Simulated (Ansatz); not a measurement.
Species: MoH, net charge 0, sextet state. The spin state was set by rule; other spins were not relaxed. 
Geometry from a B3LYP-D3(BJ)/def2-TZVP (Ansatz, a quantum-chemistry and plane-wave program) optimisation:
```
Mo
H 1 1.7201
```
Charge 0, spin multiplicity 6.

Dipole moments at this geometry, in debye (magnitudes).

```
level                 program  dipole (D)
--------------------  -------  ----------
SVWN5/def2-TZVPD       Ansatz        2.21
PBE/def2-TZVPD         Ansatz        2.33
BLYP/def2-TZVPD        Ansatz        2.30
revPBE/def2-TZVPD      Ansatz        2.36
r2SCAN/def2-TZVPD      Ansatz        2.50
B97M-V/def2-TZVPD      Ansatz        2.64
PBE0/def2-TZVPD        Ansatz        2.68
BHLYP/def2-TZVPD       Ansatz        3.01
r2SCANh/def2-TZVPD     Ansatz        2.60
r2SCAN0/def2-TZVPD     Ansatz        2.76
HSE06/def2-TZVPD       Ansatz        2.66
CAM-B3LYP/def2-TZVPD   Ansatz        2.86
wB97X-V/def2-TZVPD     Ansatz        3.03
CCSD(T)/def2-SVPD      Ansatz        3.05
```
